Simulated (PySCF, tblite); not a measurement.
C₇H₁₅P.
Geometry (PBE0-D3(BJ)/def2-SVP, Å), atoms numbered from 1 in this order:
```
atom  x, y, z in Å
C1    -4.4175   -0.0494    0.2482
C2    -3.2809   -0.5638   -0.6315
C3    -1.9357   -0.0971   -0.1734
P4    -0.9041    0.8294   -1.1074
C5     0.5705    1.0449    0.0111
C6     1.7128    0.0920   -0.3315
C7     2.9567    0.3101    0.5209
C8     4.0954   -0.6356    0.1743
H9    -4.4581    1.0504    0.2302
H10   -4.2845   -0.3604    1.2966
H11   -5.3902   -0.4335   -0.0950
H12   -3.4471   -0.2628   -1.6794
H13   -3.2923   -1.6697   -0.6235
H14   -1.6593   -0.3813    0.8534
H15    0.2643    0.9224    1.0635
H16    0.9143    2.0880   -0.1021
H17    1.9780    0.1978   -1.3993
H18    1.3634   -0.9492   -0.2151
H19    2.6880    0.1963    1.5861
H20    3.2926    1.3560    0.4083
H21    4.9777   -0.4573    0.8066
H22    4.4085   -0.5154   -0.8754
H23    3.7964   -1.6876    0.3092
```

Jobs on this species (23 atoms, 72 electrons) with PySCF (density fitting) and tblite. Hardware of each: Arm Neoverse V2, one thread, on a shared host. Times come from a shared host and carry two figures at best.

```tsv
level and settings	work	basis functions	SCF cycles	wall time
GFN2-xTB	Hessian by finite differences	–	–	0.83 s
delta-SCF UKS SCAN, pcX-2 on the ionised atom, pcseg-1 elsewhere, spin-free X2C	ΔSCF core ionisation, 9 holes	233	?	?
GFN2-xTB	L-BFGS relaxation	–	–	0.74 s
PBE/pcSseg-1	shieldings	218	?	?
PBE0/pcSseg-1, IEF-PCM acetonitrile	shieldings	218	14	38 s
PBE0/pcSseg-1	shieldings, charges and field gradients	218	14	39 s
B3LYP/def2-SVPD	10 singlets by full TDDFT, 4 Tamm–Dancoff triplets, polarisability, ΔSCF ions	284	14	6.7 min
PBE0-D3(BJ)/def2-SVP, grid level 1	geometry optimisation from a GFN2-xTB start shaken at random	191	34	88 s
PBE0/pcSseg-1, IEF-PCM acetone	shieldings, charges and field gradients	218	14	42 s
```

Task: Fill in the missing figures.

Result: 
- delta-SCF UKS SCAN, pcX-2 on the ionised atom, pcseg-1 elsewhere, spin-free X2C; ΔSCF core ionisation, 9 holes: 2.9 min, 163 SCF cycles
- PBE/pcSseg-1; shieldings: 49 s, 16 SCF cycles

Task: What do all jobs in the table cost together?

Result: About 14 min; the longest takes about 48 % of that, and about 540 times as long as the shortest.
